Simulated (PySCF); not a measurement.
PySCF input (M06-2X/def2-TZVPD):

```python
from pyscf import gto, scf, dft

mol = gto.M(
    atom='''
    In    1.27230024    0.09623716   -0.01291299
    I    -0.74208703    1.79321673   -1.46642343
    I    -0.43419054   -1.88219071    1.47836185
    ''',
    basis='def2-tzvpd',
    ecp='def2-tzvp',
    charge=-1,
    spin=0,
    verbose=4,
)

mf = dft.RKS(mol, xc='m062x').density_fit(auxbasis='def2-universal-jkfit')
mf.grids.level = 4
mf.conv_tol = 1e-9
mf.max_cycle = 100
mf.max_memory = 1500
mf.kernel()
if not mf.converged:
    mf = mf.newton()
    mf.kernel(mf.make_rdm1())
mf.analyze()
```

Output:

```
PySCF version 2.14.0

[INPUT] verbose = 4
[INPUT] num. atoms = 3
[INPUT] num. electrons = 72
[INPUT] charge = -1
[INPUT] spin (= nelec alpha-beta = 2S) = 0
[INPUT] symmetry False subgroup None
[INPUT] Mole.unit = angstrom
[INPUT] Symbol           X                Y                Z      unit          X                Y                Z       unit  Magmom
[INPUT]  1 In     1.272300240000   0.096237160000  -0.012912990000 AA    2.404299001818   0.181861875406  -0.024402014549 Bohr   0.0
[INPUT]  2 I     -0.742087030000   1.793216730000  -1.466423430000 AA   -1.402341247292   3.388688501688  -2.771138665345 Bohr   0.0
[INPUT]  3 I     -0.434190540000  -1.882190710000   1.478361850000 AA   -0.820501206477  -3.556824956101   2.793699009505 Bohr   0.0

nuclear repulsion = 254.773956918195
number of shells = 56
number of NR pGTOs = 305
number of NR cGTOs = 174
basis = def2-tzvpd
ecp = def2-tzvp

******** <class 'pyscf.df.df_jk.DFRKS'> ********
method = DFRKS
initial guess = minao
damping factor = 0
level_shift factor = 0
DIIS = <class 'pyscf.scf.diis.CDIIS'>
diis_start_cycle = 1
diis_space = 8
diis_damp = 0
SCF conv_tol = 1e-09
SCF conv_tol_grad = None
SCF max_cycles = 100
direct_scf = False
XC library pyscf.dft.libxc version 7.1.2
    S. Lehtola, C. Steigemann, M. J. T. Oliveira, and M. A. L. Marques,  SoftwareX 7, 1–5 (2018)
XC functionals = m062x
    Y. Zhao and D. G. Truhlar,  Theor. Chem. Acc. 120, 215 (2008)
    Y. Zhao and D. G. Truhlar,  Theor. Chem. Acc. 120, 215 (2008)
radial grids:
    Treutler-Ahlrichs [JCP 102, 346 (1995); DOI:10.1063/1.469408] (M4) radial grids

becke partition: Becke, JCP 88, 2547 (1988); DOI:10.1063/1.454033
pruning grids: <function nwchem_prune>
grids dens level: 4
symmetrized grids: False
atomic radii adjust function: <function treutler_atomic_radii_adjust>
small_rho_cutoff = 0
Set gradient conv threshold to 3.16228e-05
Initial guess from minao.
tot grids = 95304
******** <class 'pyscf.df.df.DF'> ********
auxbasis = def2-universal-jkfit
init E= -667.006981510073
  HOMO = -1.30045853583788  LUMO = -0.949292769540309  gap/eV = 9.55571
cycle= 1 E= -781.994183919168  delta_E= -115  |g|= 4.72  |ddm|= 52.6

WARN: HOMO 0.134422869899934 == LUMO 0.134948433503817

cycle= 2 E= -775.495159598687  delta_E=  6.5  |g|= 5.38  |ddm|= 50.9
[...]
cycle= 13 E= -785.555472496778  delta_E= -6.73e-10  |g|= 2.01e-05  |ddm|= 0.000209
  HOMO = -0.106880414443871  LUMO = 0.0912054619317111  gap/eV = 5.39019
Extra cycle  E= -785.555472496827  delta_E= -4.87e-11  |g|= 1.96e-05  |ddm|= 5.4e-05
converged SCF energy = -785.555472496827
**** SCF Summaries ****
Total Energy =                        -785.555472496827065
Nuclear Repulsion Energy =             254.773956918194841
One-electron Energy =                -1892.905429078836733
Two-electron Energy =                  852.575999663814741
Two-electron Coulomb Energy =          913.775496073540694
DFT Exchange-Correlation Energy =      -61.199496409725988
HOMO-LUMO gap [eV] =                     5.390191247165952
**** MO energy ****
MO #1   energy= -6.90988755581432  occ= 2
MO #2   energy= -6.90988742654249  occ= 2
MO #3   energy= -4.89770080680104  occ= 2
MO #4   energy= -4.89770021160837  occ= 2
MO #5   energy= -4.89592478992245  occ= 2
MO #6   energy= -4.89592361093099  occ= 2
MO #7   energy= -4.89537029179129  occ= 2
MO #8   energy= -4.8953687296613   occ= 2
MO #9   energy= -4.73832801598841  occ= 2
MO #10  energy= -3.11550626118472  occ= 2
MO #11  energy= -3.11243392312982  occ= 2
MO #12  energy= -3.11113921880828  occ= 2
MO #13  energy= -1.8660679915883   occ= 2
MO #14  energy= -1.86606747596101  occ= 2
MO #15  energy= -1.8653737349785   occ= 2
MO #16  energy= -1.86536989358894  occ= 2
MO #17  energy= -1.86488872087586  occ= 2
MO #18  energy= -1.86488471471678  occ= 2
MO #19  energy= -1.86326455534795  occ= 2
MO #20  energy= -1.86326083425186  occ= 2
MO #21  energy= -1.86323826644487  occ= 2
MO #22  energy= -1.86323402874627  occ= 2
MO #23  energy= -0.734722259006326 occ= 2
MO #24  energy= -0.733276545870882 occ= 2
MO #25  energy= -0.731989413546464 occ= 2
MO #26  energy= -0.731184048619646 occ= 2
MO #27  energy= -0.729044214715967 occ= 2
MO #28  energy= -0.585631973506176 occ= 2
MO #29  energy= -0.581138961334916 occ= 2
MO #30  energy= -0.2562403890261   occ= 2
MO #31  energy= -0.172296695006727 occ= 2
MO #32  energy= -0.157347148111679 occ= 2
MO #33  energy= -0.155970417780546 occ= 2
MO #34  energy= -0.148777755192012 occ= 2
MO #35  energy= -0.1425688654797   occ= 2
MO #36  energy= -0.106880414443871 occ= 2
MO #37  energy= 0.0912054619317111 occ= 0
MO #38  energy= 0.100687809650349  occ= 0
MO #39  energy= 0.105399365495982  occ= 0
MO #40  energy= 0.10814528895383   occ= 0
MO #41  energy= 0.120311669513906  occ= 0
MO #42  energy= 0.126097158633229  occ= 0
MO #43  energy= 0.128925105327734  occ= 0
MO #44  energy= 0.132034760110787  occ= 0
MO #45  energy= 0.146523405504388  occ= 0
MO #46  energy= 0.146550185330405  occ= 0
MO #47  energy= 0.171747166627284  occ= 0
MO #48  energy= 0.184227065923723  occ= 0
MO #49  energy= 0.187028294882613  occ= 0
MO #50  energy= 0.191811048647606  occ= 0
MO #51  energy= 0.20068933975665   occ= 0
MO #52  energy= 0.231001913306208  occ= 0
MO #53  energy= 0.237492687156808  occ= 0
MO #54  energy= 0.239712148106003  occ= 0
MO #55  energy= 0.248513971831603  occ= 0
MO #56  energy= 0.251828204170096  occ= 0
MO #57  energy= 0.268558425034868  occ= 0
MO #58  energy= 0.275370321791248  occ= 0
MO #59  energy= 0.281572177632817  occ= 0
MO #60  energy= 0.28714838129254   occ= 0
MO #61  energy= 0.288560722710815  occ= 0
MO #62  energy= 0.293595251831335  occ= 0
MO #63  energy= 0.296034357211026  occ= 0
MO #64  energy= 0.313328671378992  occ= 0
MO #65  energy= 0.334593541696435  occ= 0
MO #66  energy= 0.348110726354069  occ= 0
MO #67  energy= 0.373316067314857  occ= 0
MO #68  energy= 0.38925953324371   occ= 0
MO #69  energy= 0.396590699798851  occ= 0
MO #70  energy= 0.410987965015301  occ= 0
MO #71  energy= 0.439998767479019  occ= 0
MO #72  energy= 0.440543643310972  occ= 0
MO #73  energy= 0.449487925778117  occ= 0
MO #74  energy= 0.452887397737247  occ= 0
MO #75  energy= 0.472809803608256  occ= 0
MO #76  energy= 0.47954941199287   occ= 0
MO #77  energy= 0.520865054464963  occ= 0
MO #78  energy= 0.530319268102433  occ= 0
MO #79  energy= 0.554432190755714  occ= 0
MO #80  energy= 0.557835037632884  occ= 0
MO #81  energy= 0.563811363093494  occ= 0
MO #82  energy= 0.571800537222451  occ= 0
MO #83  energy= 0.577288220306719  occ= 0
MO #84  energy= 0.582522130898608  occ= 0
MO #85  energy= 0.585860909537261  occ= 0
MO #86  energy= 0.618960171827852  occ= 0
MO #87  energy= 0.651336846283413  occ= 0
MO #88  energy= 0.668824704644766  occ= 0
MO #89  energy= 0.71919221858194   occ= 0
MO #90  energy= 0.789787933511445  occ= 0
MO #91  energy= 0.80453013651478   occ= 0
MO #92  energy= 0.834520320240803  occ= 0
MO #93  energy= 0.849936687765354  occ= 0
MO #94  energy= 0.864010471881701  occ= 0
MO #95  energy= 0.88650973811024   occ= 0
MO #96  energy= 0.891977043433383  occ= 0
MO #97  energy= 0.896492850061626  occ= 0
MO #98  energy= 0.896639839129266  occ= 0
MO #99  energy= 1.03367441434637   occ= 0
MO #100 energy= 1.04333833275186   occ= 0
MO #101 energy= 1.11770527890928   occ= 0
MO #102 energy= 1.12000917129813   occ= 0
MO #103 energy= 1.12106313774507   occ= 0
MO #104 energy= 1.12110253422638   occ= 0
MO #105 energy= 1.1213612717008    occ= 0
MO #106 energy= 1.12230577072375   occ= 0
MO #107 energy= 1.12336641203866   occ= 0
[...]
```
